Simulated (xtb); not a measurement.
xtb input (GFN2-xTB):

```bash
xtb mol.xyz --gfn 2 --sp --chrg 0 --uhf 0
```
mol.xyz:
```
8

F      1.60460585    -1.59229697    -0.20084825
Si     1.16189289    -0.08528954    -0.02963079
F      1.74973718     0.74525983    -1.23835261
F      1.79439965     0.46909018     1.30789675
Si    -1.16189289     0.08528954     0.02963079
F     -1.60440292     1.59097299     0.21261664
F     -1.79372608    -0.45826263    -1.31265065
F     -1.75061368    -0.75476339     1.23133811
```

Output:

```
           -------------------------------------------------
          |                Calculation Setup                |
           -------------------------------------------------

           -------------------------------------------------
          |                 G F N 2 - x T B                 |
           -------------------------------------------------

        Reference                      10.1021/acs.jctc.8b01176
      * Hamiltonian:
        H0-scaling (s, p, d)           1.850000    2.230000    2.230000
        zeta-weighting                 0.500000
      * Dispersion:
        s8                             2.700000
        a1                             0.520000
        a2                             5.000000
        s9                             5.000000
      * Repulsion:
        kExp                           1.500000    1.000000
        rExp                           1.000000
      * Coulomb:
        alpha                          2.000000
        third order                    shell-resolved
        anisotropic                    true
        a3                             3.000000
        a5                             4.000000
        cn-shift                       1.200000
        cn-exp                         4.000000
        max-rad                        5.000000

          ...................................................
          :                      SETUP                      :
          :.................................................:
          :  # basis functions                  44          :
          :  # atomic orbitals                  42          :
          :  # shells                           18          :
          :  # electrons                        50          :
          :  max. iterations                   250          :
          :  Hamiltonian                  GFN2-xTB          :
          :  restarted?                      false          :
          :  GBSA solvation                  false          :
          :  PC potential                    false          :
          :  electronic temp.          300.0000000     K    :
          :  accuracy                    1.0000000          :
          :  -> integral cutoff          0.2500000E+02      :
          :  -> integral neglect         0.1000000E-07      :
          :  -> SCF convergence          0.1000000E-05 Eh   :
          :  -> wf. convergence          0.1000000E-03 e    :
          :  Broyden damping             0.4000000          :
          :  net charge                          0          :
          :  unpaired electrons                  0          :
          ...................................................

 iter      E             dE          RMSdq      gap      omega  full diag
   1    -32.2638707 -0.322639E+02  0.788E+00    6.64       0.0  T
   2    -32.3155936 -0.517229E-01  0.483E+00    6.33       1.0  T
   3    -32.3212399 -0.564629E-02  0.195E+00    6.44       1.0  T
   4    -32.3217788 -0.538906E-03  0.893E-01    6.36       1.0  T
   5    -32.3192850  0.249384E-02  0.108E+00    6.45       1.0  T
   6    -32.3225354 -0.325043E-02  0.238E-01    6.40       1.0  T
   7    -32.3227005 -0.165106E-03  0.104E-01    6.39       1.0  T
   8    -32.3227328 -0.323048E-04  0.146E-02    6.38       2.4  T
   9    -32.3227331 -0.343217E-06  0.103E-02    6.38       3.4  T
  10    -32.3227334 -0.304957E-06  0.440E-04    6.38      80.4  T
  11    -32.3227334 -0.589310E-09  0.183E-04    6.38     192.7  T

   *** convergence criteria satisfied after 11 iterations ***

         #    Occupation            Energy/Eh            Energy/eV
      -------------------------------------------------------------
         1        2.0000           -0.9800039             -26.6673
       ...           ...                  ...                  ...
        19        2.0000           -0.5545161             -15.0892
        20        2.0000           -0.5545161             -15.0892
        21        2.0000           -0.5537728             -15.0689
        22        2.0000           -0.5537728             -15.0689
        23        2.0000           -0.5526257             -15.0377
        24        2.0000           -0.5526092             -15.0373
        25        2.0000           -0.4672339             -12.7141 (HOMO)
        26                         -0.2326616              -6.3310 (LUMO)
        27                         -0.2326616              -6.3310
        28                         -0.1610783              -4.3832
        29                         -0.1289074              -3.5077
        30                         -0.1289074              -3.5077
       ...                                ...                  ...
        42                          1.0765739              29.2951
      -------------------------------------------------------------
                  HL-Gap            0.2345723 Eh            6.3830 eV
             Fermi-level           -0.3499477 Eh           -9.5226 eV

 SCC (total)                   0 d,  0 h,  0 min,  0.023 sec
 SCC setup                      ...        0 min,  0.000 sec (  0.513%)
 Dispersion                     ...        0 min,  0.000 sec (  0.145%)
 classical contributions        ...        0 min,  0.000 sec (  0.082%)
 integral evaluation            ...        0 min,  0.006 sec ( 25.944%)
 iterations                     ...        0 min,  0.010 sec ( 40.749%)
 molecular gradient             ...        0 min,  0.007 sec ( 31.959%)
 printout                       ...        0 min,  0.000 sec (  0.540%)

         :::::::::::::::::::::::::::::::::::::::::::::::::::::
         ::                     SUMMARY                     ::
         :::::::::::::::::::::::::::::::::::::::::::::::::::::
         :: total energy             -32.226874410050 Eh    ::
         :: gradient norm              0.054301015065 Eh/a0 ::
         :: HOMO-LUMO gap              6.383036634935 eV    ::
         ::.................................................::
         :: SCC energy               -32.322727680412 Eh    ::
         :: -> isotropic ES            0.081276197305 Eh    ::
         :: -> anisotropic ES          0.001547963827 Eh    ::
         :: -> anisotropic XC         -0.006788888932 Eh    ::
         :: -> dispersion             -0.005852260563 Eh    ::
         :: repulsion energy           0.095853270361 Eh    ::
         :: add. restraining           0.000000000000 Eh    ::
         :: total charge               0.000000000000 e     ::
         :::::::::::::::::::::::::::::::::::::::::::::::::::::

           -------------------------------------------------
          |                Property Printout                |
           -------------------------------------------------

    * Orbital Energies and Occupations

         #    Occupation            Energy/Eh            Energy/eV
      -------------------------------------------------------------
         1        2.0000           -0.9800039             -26.6673
       ...           ...                  ...                  ...
        13        2.0000           -0.5807409             -15.8028
        14        2.0000           -0.5717852             -15.5591
        15        2.0000           -0.5636627             -15.3380
        16        2.0000           -0.5636627             -15.3380
        17        2.0000           -0.5628943             -15.3171
        18        2.0000           -0.5628943             -15.3171
        19        2.0000           -0.5545161             -15.0892
        20        2.0000           -0.5545161             -15.0892
        21        2.0000           -0.5537728             -15.0689
        22        2.0000           -0.5537728             -15.0689
        23        2.0000           -0.5526257             -15.0377
        24        2.0000           -0.5526092             -15.0373
        25        2.0000           -0.4672339             -12.7141 (HOMO)
        26                         -0.2326616              -6.3310 (LUMO)
        27                         -0.2326616              -6.3310
        28                         -0.1610783              -4.3832
        29                         -0.1289074              -3.5077
        30                         -0.1289074              -3.5077
        31                         -0.1206059              -3.2819
        32                          0.0041803               0.1138
        33                          0.0041803               0.1138
        34                          0.0540043               1.4695
        35                          0.0540043               1.4695
        36                          0.2645429               7.1986
       ...                                ...                  ...
        42                          1.0765739              29.2951
      -------------------------------------------------------------
                  HL-Gap            0.2345723 Eh            6.3830 eV
             Fermi-level           -0.3499477 Eh           -9.5226 eV

     #   Z          covCN         q      C6AA      α(0)
     1   9 F        0.705    -0.217    11.420     3.990
     2  14 Si       3.052     0.650   157.398    27.222
     3   9 F        0.705    -0.217    11.420     3.990
     4   9 F        0.705    -0.217    11.420     3.990
     5  14 Si       3.052     0.650   157.398    27.222
     6   9 F        0.705    -0.217    11.420     3.990
     7   9 F        0.705    -0.217    11.420     3.990
     8   9 F        0.705    -0.217    11.420     3.990

 Mol. C6AA /au·bohr⁶  :       1913.467989
 Mol. C8AA /au·bohr⁸  :      82600.032776
 Mol. α(0) /au        :         78.386984

Wiberg/Mayer (AO) data.
largest (>0.10) Wiberg bond orders for each atom

 ---------------------------------------------------------------------------
     #   Z sym  total        # sym  WBO       # sym  WBO       # sym  WBO
 ---------------------------------------------------------------------------
     1   9 F    1.269 --     2 Si   1.164
     2  14 Si   4.297 --     1 F    1.164     4 F    1.164     3 F    1.164
                             5 Si   0.731
     3   9 F    1.269 --     2 Si   1.164
     4   9 F    1.269 --     2 Si   1.164
     5  14 Si   4.297 --     8 F    1.164     6 F    1.164     7 F    1.164
                             2 Si   0.731
     6   9 F    1.269 --     5 Si   1.164
     7   9 F    1.269 --     5 Si   1.164
     8   9 F    1.269 --     5 Si   1.164
 ---------------------------------------------------------------------------

Topologies differ in total number of bonds
Writing topology from bond orders to xtbtopo.mol

molecular dipole:
                 x           y           z       tot (Debye)
 q only:        0.000      -0.000       0.000
   full:        0.000      -0.000       0.000       0.000
molecular quadrupole (traceless):
                xx          xy          yy          xz          yz          zz
 q only:       -2.354       0.260       1.168       0.090      -0.007       1.185
  q+dip:       -1.492       0.165       0.741       0.057      -0.004       0.752
   full:       -0.654       0.072       0.324       0.025      -0.002       0.329

           -------------------------------------------------
          | TOTAL ENERGY              -32.226874410050 Eh   |
          | GRADIENT NORM               0.054301015065 Eh/α |
          | HOMO-LUMO GAP               6.383036634935 eV   |
           -------------------------------------------------

------------------------------------------------------------------------
------------------------------------------------------------------------
 total:
 SCF:
Note: The following floating-point exceptions are signalling: IEEE_DENORMAL
normal termination of xtb
```
